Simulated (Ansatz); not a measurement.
The first iterations of a band of GeH3Se (5 atoms, charge 0, multiplicity 2).

Theory: UKS BLYP/def2-mTZVP in Ansatz.

| Property | Result |
| --- | --- |
| movable images | 2 |
| climbing image | yes |
| spring | 5.0 eV/Å² |
| optimiser | quadratic models (default) |
| start path | through a guess of the saddle point |
| force threshold | 0.05 eV/Å |
| iteration limit | 60 |
| end points | relaxed |

Image 0:

```xyz
5
Properties=species:S:1:pos:R:3
Ge -0.731 -0.427 0.318
Se 0.638 1.484 -0.264
H 0.159 -1.719 0.166
H -1.809 -0.438 -0.826
H 1.794 1.027 0.564
```

Image 3:

```xyz
5
Properties=species:S:1:pos:R:3
Ge -0.064 -0.141 0.086
Se 0.805 1.446 -1.477
H 0.462 -1.569 -0.213
H -1.614 -0.136 0.090
H 0.461 0.327 1.472
```

| iteration | highest image above the first end (eV) | largest band force component (eV/Å) |
| --- | --- | --- |
| 1 | 1.092 | 1.103 |
| 2 | 0.805 | 1.017 |

Problem. Does the band converge within its limit, and where does its top end?

Solution. It converged. It ended after 8 iterations with the highest image 1.142 eV above the first end. Another band between the same ends (9 images) ends at a top of the same energy, where a vibrational analysis finds 1 clearly imaginary mode. So few images can step over the top or miss a turn of the path.

Time of the run: 36 s on 2 threads of Arm Neoverse V1, with other jobs on the host, peak memory 0.17 GiB.
